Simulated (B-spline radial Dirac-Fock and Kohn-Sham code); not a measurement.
**Core and valence levels of Er²⁺**

System: erbium as Er²⁺ in the configuration 1s2 2s2 2p6 3s2 3p6 3d10 4s2 4p6 4d10 4f12 5s2 5p6, inside a Watson sphere of charge -2 and radius 2.2 Å (a model of the Madelung potential; inside it an electron's potential energy is raised by 13.1 eV); nuclear rms radius 5.2516 fm (A = 166).

Level of theory: multi-electron Dirac-Fock with separately optimised hole states, Breit and Lamb-shift corrections added in first order; a radial B-spline solver. Correlation and solid-state effects are left out. Energies are counted from the vacuum level.

All terms are in eV, carry their sign (relaxation lowers the binding energy) and add up to the binding energy; ⟨r⟩ is the mean radius of the orbital in the initial state.

```csv
subshell,−ε (Koopmans),relaxation,Breit,self-energy,vacuum polarisation,binding energy,⟨r⟩ (bohr)
K (1s),57831.7,-83.32,-173.33,-109.10,18.92,57484.9,0.020
L1 (2s),9840.9,-49.58,-18.64,-15.08,2.44,9760.0,0.086
L2 (2p1/2),9350.8,-53.72,-30.92,0.24,0.06,9266.4,0.072
L3 (2p3/2),8431.6,-51.28,-19.32,-0.95,-0.10,8360.0,0.079
M1 (3s),2259.8,-28.21,-3.26,-3.40,0.53,2225.4,0.224
M2 (3p1/2),2045.1,-29.04,-5.61,-0.01,0.01,2010.4,0.214
M3 (3p3/2),1848.5,-27.82,-3.23,-0.24,-0.03,1817.2,0.228
M4 (3d3/2),1486.5,-30.11,-2.33,0.25,-0.03,1454.3,0.201
M5 (3d5/2),1444.0,-29.66,-1.43,0.13,-0.03,1413.0,0.205
N1 (4s),472.8,-11.84,-0.66,-0.80,0.12,459.6,0.509
N2 (4p1/2),385.6,-11.51,-1.13,0.00,0.00,373.0,0.519
N3 (4p3/2),341.0,-10.56,-0.58,-0.05,-0.01,329.8,0.549
N4 (4d3/2),196.9,-9.82,-0.30,0.05,-0.01,186.8,0.580
N5 (4d5/2),188.6,-9.47,-0.12,0.03,-0.01,179.0,0.591
"N6,7 (4f)",14.37,-6.61,0.10,0.02,0.00,7.88,0.796
O1 (5s),63.85,-1.55,-0.09,-0.12,0.02,62.10,1.280
O2 (5p1/2),37.68,-1.26,-0.12,0.00,0.00,36.30,1.433
O3 (5p3/2),31.98,-1.02,-0.05,0.00,0.00,30.91,1.536
```

For the deepest level, K (1s), the Breit terms make up -0.302 % of the binding energy, QED -0.157 % and orbital relaxation -0.145 %.

Spin-orbit splittings: 2p 906.4 eV, 3p 193.2 eV, 3d 41.25 eV, 4p 43.14 eV, 4d 7.80 eV, 5p 5.39 eV.

Values without a named source are computed, but for edge energies of neutral atoms, which are taken from tables.
